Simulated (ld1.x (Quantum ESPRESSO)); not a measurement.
# selenium (Se), TM: configuration errors across variants

- Element: Se
- Generator: ld1.x (Quantum ESPRESSO) 7.5
- Type: norm-conserving Troullier–Martins (Kleinman–Bylander form)
- Functional: PBEsol
- Relativity: scalar-relativistic
- Frozen core: [Ar]
- Valence charge: 16
- Reference configuration: 3d10 4s2 4p4
- Partial waves: 4s (bound): rc 1.55 bohr; 4p (bound): rc 1.40 bohr; 3d (bound): rc 0.85 bohr
- Local potential: all-electron potential smoothed inside 1.40 bohr (lloc = -2)
- Core correction: a·sin(br)/r model core, default radius (core density twice the valence density)

All-electron excitation energies from the reference (eV): (1) 3d10 4s2 4p3 10.850; (2) 3d10 4s2 4p2 31.217; (3) 3d10 4s2 4p1 62.118; (4) 3d10 4s0 4p6 21.980; (5) 3d10 4s1 4p5 10.888; (6) 3d10 4s2 4p3.5 4.310; (7) 3d10 4s2 4p0 104.328.

The default core radius of the base comes out at 0.26 bohr.

Tests that are not counted but printed errors over 1 eV. “wave 4p (bound): rc 1.40 bohr becomes 4p (bound): rc 0.86 bohr”: 3d10 4s0 4p6 (solver errors, printed error -3500 eV); 3d10 4s1 4p5 (solver errors, printed error -2834 eV). “local potential all-electron potential smoothed inside 0.60 bohr (lloc = -2)”: 3d10 4s2 4p1 (solver errors, printed error -5.7 eV).

1 further variants failed, have other tests or too few solved ones, and are left out.

A true bound ghost makes a file unfit for plane-wave use even where its test errors are small: the radial tests pick states by their node count and pass the ghost by. Where a test does run into it, the solver fails or the error is huge.

Errors AE − PS in meV (a dash: test not solved or not reliable):

```csv
change,(1),(2),(3),(4),(5),(6),(7),bound ghosts
base,+1.3,+10.0,+25,0.0,-0.5,0.0,+33,none
wave 3d (bound): rc 0.85 bohr becomes 3d (bound): rc 0.98 bohr,+1.3,+10,+26,+0.1,-0.5,0.0,+34,none
local potential the s channel,-1.8,-4.2,-3.7,-9.2,-2.6,-0.7,+9.6,p
wave 4p (bound): rc 1.40 bohr becomes 4p (bound): rc 0.86 bohr,-5.8,-44,-167,–,–,-1.0,-466,not determined
"all radii but the core radius scaled by about 1.22 (s 1.90, p 1.70, d 1.04 bohr); local potential all-electron potential smoothed inside 1.70 bohr (lloc = -2)",+0.7,+8.7,+28,-39,-9.5,-0.2,+57,none
local potential all-electron potential smoothed inside 0.60 bohr (lloc = -2),-8.2,-28,–,-29,-6.9,-2.2,+12,"s, p"
```

(1) Give the same row for: core correction a·sin(br)/r model core inside 0.62 bohr.

## Answers

(1) +1.3, +10.0, +25, 0.0, -0.5, 0.0, +34; bound ghosts: none.
